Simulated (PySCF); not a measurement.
**Dipole response of S²⁺ (sulfur, charge +2)**

[Ne] 3s1 3p3, high-spin 5S determinant (an excited configuration). Computed with PySCF 2.14 in aug-cc-pwCVQZ, with no relativity, point nucleus. Coupled (time-dependent) response in atomic units; α is the mean over directions.

```tsv
method	mean α (bohr³)	C₆ (like pair)	S(−4)
UHF	6.398	21.83	13.51
PBE	6.476	22.17	13.99
PBE0	6.424	21.92	13.71
PW91	6.471	22.12	13.99
```

S(−4) is the Cauchy moment in α(ω) = α(0) + S(−4) ω² + …

α(iu) at PW91:

```json
{"u (hartree)": "0", "α(iu) (bohr³)": "6.471"}
{"u (hartree)": "0.0500", "α(iu) (bohr³)": "6.436"}
{"u (hartree)": "0.100", "α(iu) (bohr³)": "6.334"}
{"u (hartree)": "0.200", "α(iu) (bohr³)": "5.957"}
{"u (hartree)": "0.300", "α(iu) (bohr³)": "5.424"}
{"u (hartree)": "0.500", "α(iu) (bohr³)": "4.231"}
{"u (hartree)": "0.750", "α(iu) (bohr³)": "2.988"}
{"u (hartree)": "1.00", "α(iu) (bohr³)": "2.143"}
{"u (hartree)": "1.50", "α(iu) (bohr³)": "1.223"}
{"u (hartree)": "2.00", "α(iu) (bohr³)": "0.7922"}
{"u (hartree)": "3.00", "α(iu) (bohr³)": "0.4243"}
{"u (hartree)": "5.00", "α(iu) (bohr³)": "0.1976"}
```

A single London oscillator, α(iu) = α/(1 + u²/ω²), gives C₆ = (3/4) ω α². Matching the computed C₆ needs ω = 4 × 22.12 / (3 × 6.471²) = 0.704 hartree.

For an ion, C₆ is the dispersion term alone; charge-induced terms of lower order in 1/R come first.
